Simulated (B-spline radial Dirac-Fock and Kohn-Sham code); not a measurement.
**What relativity does to the binding energies of La⁴⁶⁺**

System: La⁴⁶⁺ in the configuration [Ne] 3s1.

Both columns are ΔSCF binding energies of the configuration average from a radial B-spline solver: non-relativistic Hartree-Fock with a point nucleus, and Dirac-Fock with a finite nucleus and the Coulomb interaction alone, averaged over the two j levels with weights 2j+1.

```csv
shell,Hartree-Fock (eV),Dirac-Fock (eV),shift (eV),shift (%)
2p,8513.3,8699.8,+186.51,+2.19
3s,3643.9,3804.0,+160.15,+4.40
```

Relativity binds 2p, 3s more strongly, among those listed most of all 3s in relative terms.

Values without a named source are computed, but for edge energies of neutral atoms, which are taken from tables.
